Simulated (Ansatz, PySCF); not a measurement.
Molecule: sum formula AlOH, charge 0, multiplicity 1. 
Structure (B3LYP-D3(BJ)/def2-TZVP (Ansatz, an electronic-structure program) minimum search):
```xyz
3

Al     0.0000     0.0000    -0.7312
O      0.0000     0.0000     0.9503
H      0.0000     0.0000     1.9031
```

Property: vertical ionisation energy (to the doublet state of charge +1; each state is the SCF solution reached for its spin), in eV. Cores are frozen in the correlated levels unless marked. UHF or UKS for open shells. No spin-orbit coupling. Non-relativistic. Basis-set limits of correlation are two-point, X^-3; Hartree-Fock from the larger set.

```tsv
level	program	vertical ionisation energy (eV)	minus last row
SVWN5/def2-TZVPD	Ansatz	9.17	0.13
r2SCAN/def2-TZVPD	Ansatz	8.80	-0.24
B3LYP/def2-TZVPD	Ansatz	9.15	0.11
CAM-B3LYP/def2-TZVPD	Ansatz	9.14	0.10
CCSD/aug-cc-pV(D+d)Z	Ansatz	8.96	-0.08
CCSD/aug-cc-pV(T+d)Z	Ansatz	8.99	-0.05
CCSD/def2-TZVPPD	Ansatz	8.99	-0.05
CCSD/aug-cc-pV(Q+d)Z	Ansatz	9.00	-0.04
CCSD/def2-QZVPPD	Ansatz	9.00	-0.04
CCSD(T)/aug-cc-pV(D+d)Z	Ansatz	8.99	-0.05
CCSD(T)/def2-SVPD	Ansatz	8.91	-0.13
CCSD(T)/aug-cc-pV(T+d)Z	Ansatz	9.02	-0.02
CCSD(T)/aug-cc-pV(Q+d)Z	Ansatz	9.03	-0.01
CCSD(T)/def2-QZVPPD	Ansatz	9.03	-0.01
CCSD(T)/CBS(aug-cc-pV(T+d)Z,aug-cc-pV(Q+d)Z)	Ansatz	9.04	0.00
```

For comparison, minus the highest occupied orbital energy (PySCF): 6.16 eV at TPSSh/def2-TZVPD, 5.85 eV at BP86/def2-TZVPD, 5.81 eV at TPSS/def2-TZVPD.
